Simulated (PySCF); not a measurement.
## C₆ coefficients of unlike pairs at r2SCANh

Calculated with PySCF 2.14 from the dipole response of each species, C₆(A,B) = (3/π) ∫ α_A(iu) α_B(iu) du, in atomic units, from isotropic polarisabilities. For ions this is the dispersion term alone; charge-induced terms of lower order in 1/R come first.

| species | configuration | basis | relativity | α (bohr³) | C₆ (like pair) |
| --- | --- | --- | --- | --- | --- |
| Co²⁺ | [Ar] 3d7 (4F) | def2-QZVPPD (11s6p5d4f2g) | none | 3.418 | 9.770 |
| Co³⁺ | [Ar] 3d6 (5D) | def2-QZVPPD (11s6p5d4f2g) | none | 1.741 | 4.191 |
| Mg²⁺ | [Ne] (1S) | aug-cc-pCVTZ (8s7p5d3f) | none | 0.4402 | 0.5052 |
| W²⁺ | [Xe] 4f14 5d4 (5D) | aug-cc-pVTZ-PP with one added diffuse shell each of s, p, d, f, g type with ECP60MDF (7s7p6d4f3g) | core potential | 13.23 | 79.61 |

Estimate C₆ for Mg²⁺ with Co³⁺.

The integral gives 1.412. The combination rule 2 C_A C_B / (C_A α_B/α_A + C_B α_A/α_B) gives 1.385 and the geometric mean 1.455.

No spin-orbit coupling is included.

The other pairs:

```json
{"pair": "W²⁺, Co²⁺", "C₆": "26.98"}
{"pair": "Mg²⁺, Co²⁺", "C₆": "2.039"}
{"pair": "Co³⁺, Co²⁺", "C₆": "6.299"}
{"pair": "W²⁺, Co³⁺", "C₆": "16.59"}
{"pair": "W²⁺, Mg²⁺", "C₆": "5.041"}
```
